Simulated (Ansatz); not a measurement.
CH$_{5}$BrOSi$_{2}$ (`[SiH3][Si@H]1O[C@@H]1Br`), relaxed with RKS PBE0-D4/def2-TZVP in the Gaussian-basis code of Ansatz from a PBE-D4/def2-SVP geometry. The force threshold is 0.005 eV/Å; the program also tests the step.

Charge 0, multiplicity 1.

Start:

```xyz
10

Si   -0.688    1.596   -0.829
Si    0.708    0.032    0.206
O    -0.049   -0.726    1.596
C     0.141   -1.688    0.588
Br    1.463   -3.091    0.996
H    -0.840    2.819    0.033
H    -0.104    1.993   -2.157
H    -2.028    0.945   -1.030
H     2.169    0.311    0.383
H    -0.772   -2.191    0.215
```

```csv
step,energy (eV),largest force (eV/Å),largest move (Å)
1,-88950.0815,1.084,0.000
2,-88950.1319,0.790,0.032
3,-88950.1512,0.206,0.040
4,-88950.1530,0.207,0.034
5,-88950.1572,0.031,0.027
6,-88950.1576,0.022,0.015
7,-88950.1579,0.016,0.031
8,-88950.1580,0.011,0.029
9,-88950.1581,0.005,0.004
```

End:

```xyz
10

Si   -0.692    1.583   -0.821
Si    0.666    0.033    0.270
O    -0.041   -0.749    1.593
C     0.161   -1.689    0.551
Br    1.467   -3.061    0.942
H    -0.778    2.833   -0.022
H    -0.102    1.890   -2.150
H    -2.042    0.990   -0.987
H     2.105    0.345    0.426
H    -0.744   -2.175    0.198
```

Run time 49 s (4 threads of a server CPU on a shared host); peak host memory 0.7 GiB.
